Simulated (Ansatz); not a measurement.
`[OH][W]([OH])([F])([Cl])([Cl])[Cl]`, charge 0, multiplicity 1.

(1) Give a relaxed structure at PBE0-D4/def2-TZVP (Ansatz 0.2.0). (An estimate is asked.)

Results:

(1) The calculation gave: 
```xyz
9

O    -0.824    0.547    1.544
W     0.011    0.232   -0.076
O     0.827   -0.545   -1.543
F    -0.031   -1.567    0.537
Cl   -2.056   -0.048   -1.083
Cl    0.061    2.381   -0.809
Cl    2.077    0.539    0.920
H    -1.089   -0.071    2.231
H     1.024   -1.469   -1.721
```
Point group C2v.
This is one stationary point; other conformers may exist.
